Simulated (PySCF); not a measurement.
**BeI⁺: script and output**

File input.py (PySCF 2.14):

```python
from pyscf import gto, dft

mol = gto.M(
    atom='Be 0 0 0; I 0 0 2.314',
    basis='x2c-svpall',
    charge=1,
    spin=0,
    verbose=4,
)
mf = dft.RKS(mol, xc='blyp')
mf = mf.sfx2c1e()
mf.kernel()
mf.analyze()
print('orbital energies (hartree):', mf.mo_energy[..., max(0, mol.nelec[1]-3):mol.nelec[0]+3].round(4))
```

```bash
$ OMP_NUM_THREADS=1 python input.py
```

The log (some set-up lines removed):

```
PySCF version 2.14.0

[INPUT] verbose = 4
[INPUT] num. atoms = 2
[INPUT] num. electrons = 56
[INPUT] charge = 1
[INPUT] spin (= nelec alpha-beta = 2S) = 0
[INPUT] symmetry False subgroup None
[INPUT] Mole.unit = angstrom
[INPUT] Symbol           X                Y                Z      unit          X                Y                Z       unit  Magmom
[INPUT]  1 Be     0.000000000000   0.000000000000   0.000000000000 AA    0.000000000000   0.000000000000   0.000000000000 Bohr   0.0
[INPUT]  2 I      0.000000000000   0.000000000000   2.314000000000 AA    0.000000000000   0.000000000000   4.372826252244 Bohr   0.0

nuclear repulsion = 48.4812310782368
number of shells = 5
number of NR pGTOs = 124
number of NR cGTOs = 45
basis = x2c-svpall
ecp = {}

******** <class 'pyscf.x2c.sfx2c1e.sfX2C1eRKS'> ********
method = sfX2C1eRKS
initial guess = minao
damping factor = 0
level_shift factor = 0
DIIS = <class 'pyscf.scf.diis.CDIIS'>
diis_start_cycle = 1
diis_space = 8
diis_damp = 0
SCF conv_tol = 1e-09
SCF conv_tol_grad = None
SCF max_cycles = 50
direct_scf = True
direct_scf_tol = 1e-13
XC library pyscf.dft.libxc version 7.0.0
    S. Lehtola, C. Steigemann, M. J.T. Oliveira, and M. A.L. Marques.,  SoftwareX 7, 1–5 (2018)
XC functionals = blyp
    A. D. Becke.,  Phys. Rev. A 38, 3098 (1988)
    C. Lee, W. Yang, and R. G. Parr.,  Phys. Rev. B 37, 785 (1988)
    B. Miehlich, A. Savin, H. Stoll, and H. Preuss.,  Chem. Phys. Lett. 157, 200 (1989)
radial grids:
    Treutler-Ahlrichs [JCP 102, 346 (1995); DOI:10.1063/1.469408] (M4) radial grids

becke partition: Becke, JCP 88, 2547 (1988); DOI:10.1063/1.454033
pruning grids: <function nwchem_prune>
grids dens level: 3
symmetrized grids: False
atomic radii adjust function: <function treutler_atomic_radii_adjust>
small_rho_cutoff = 0

******** <class 'pyscf.x2c.sfx2c1e.SpinFreeX2CHelper'> ********
approx = 1e
xuncontract = 1
Set gradient conv threshold to 3.16228e-05
Initial guess from minao.
tot grids = 35680
init E= -7129.90325962088
  HOMO = -0.280195328487678  LUMO = -0.153560385368011  gap/eV = 3.44591
cycle= 1 E= -7129.56831687147  delta_E= 0.335  |g|= 0.298  |ddm|= 2.01

WARN: HOMO -0.427363610578229 == LUMO -0.427363610567332

cycle= 2 E= -7127.56099235357  delta_E= 2.01  |g|= 1.75  |ddm|= 3.66
  HOMO = -0.44380948419862  LUMO = -0.402954874078181  gap/eV = 1.11171
cycle= 3 E= -7129.61664964534  delta_E= -2.06  |g|=  0.2  |ddm|= 3.15
  HOMO = -0.4422157134753  LUMO = -0.410061306634326  gap/eV = 0.87497
cycle= 4 E= -7129.6329460711  delta_E= -0.0163  |g|= 0.0528  |ddm|= 0.277
  HOMO = -0.448820745390476  LUMO = -0.410730947982386  gap/eV = 1.03648
cycle= 5 E= -7129.63421128055  delta_E= -0.00127  |g|= 0.0188  |ddm|= 0.0903
  HOMO = -0.44868046380722  LUMO = -0.408431034673468  gap/eV = 1.09524
cycle= 6 E= -7129.63439581405  delta_E= -0.000185  |g|= 0.00317  |ddm|= 0.0447
  HOMO = -0.448418891365341  LUMO = -0.408874778540182  gap/eV = 1.07605
cycle= 7 E= -7129.63440287675  delta_E= -7.06e-06  |g|= 0.000384  |ddm|= 0.00843
  HOMO = -0.448488382927157  LUMO = -0.408897935730081  gap/eV = 1.07731
cycle= 8 E= -7129.63440294626  delta_E= -6.95e-08  |g|= 5.91e-05  |ddm|= 0.000889
  HOMO = -0.448481570883886  LUMO = -0.408900896637987  gap/eV = 1.07705
cycle= 9 E= -7129.63440294826  delta_E= -2e-09  |g|= 1.66e-06  |ddm|= 0.000132
  HOMO = -0.448481646295946  LUMO = -0.40890075767847  gap/eV = 1.07705
cycle= 10 E= -7129.63440294826  delta_E=    0  |g|= 2.84e-07  |ddm|= 4.55e-06
  HOMO = -0.448481744366737  LUMO = -0.408900703495154  gap/eV = 1.07705
Extra cycle  E= -7129.63440294827  delta_E= -3.64e-12  |g|= 9.26e-07  |ddm|= 2.32e-06
converged SCF energy = -7129.63440294827
**** SCF Summaries ****
Total Energy =                       -7129.634402948265233
Nuclear Repulsion Energy =              48.481231078236824
One-electron Energy =                -9853.404450346015437
Two-electron Energy =                 2675.288816319512534
Two-electron Coulomb Energy =         2861.233569244620867
DFT Exchange-Correlation Energy =     -185.944752925108446
HOMO-LUMO gap [eV] =                     1.077054982230045
**** MO energy ****
[17 lines left out]
MO #18  energy= -4.90129098019566  occ= 2
MO #19  energy= -4.2872386152613   occ= 2
MO #20  energy= -2.06523241772104  occ= 2
MO #21  energy= -2.06111664858518  occ= 2
MO #22  energy= -2.06111664853682  occ= 2
MO #23  energy= -2.05074268249312  occ= 2
MO #24  energy= -2.05074182801731  occ= 2
MO #25  energy= -0.843564883188782 occ= 2
MO #26  energy= -0.535117802119222 occ= 2
MO #27  energy= -0.448481744457278 occ= 2
MO #28  energy= -0.448481744366737 occ= 2
MO #29  energy= -0.408900703495154 occ= 0
MO #30  energy= -0.31015193668802  occ= 0
MO #31  energy= -0.310151936653197 occ= 0
[14 lines left out]
 ** Mulliken pop on meta-lowdin orthogonal AOs  **
 ** Mulliken pop  **
pop of  0 Be 1s           1.99981
pop of  0 Be 2s           0.60711
pop of  0 Be 3s           0.01504
pop of  0 Be 2px          0.10591
pop of  0 Be 2py          0.10591
pop of  0 Be 2pz          0.02964
pop of  0 Be 3px          0.00382
pop of  0 Be 3py          0.00382
pop of  0 Be 3pz          0.01356
pop of  1 I 1s            2.00000
pop of  1 I 2s            2.00000
pop of  1 I 3s            1.99999
[33 lines left out]
 ** Mulliken atomic charges  **
charge of    0Be =      1.11540
charge of    1I =     -0.11540
Dipole moment(X, Y, Z, Debye): -0.00000,  0.00000,  1.45652
orbital energies (hartree): [-0.5351 -0.4485 -0.4485 -0.4089 -0.3102 -0.3102]
```

In short: E(SCF) = -7129.634403 Eh, 10 cycles.

Hardware: Arm Neoverse V1, 1 thread, shared host. Wall time 2.7 s, peak memory 0.22 GiB.

Stability towards an unrestricted solution was not tested. The bond length is a typed value, not an optimised one. The dipole of an ion depends on the origin.
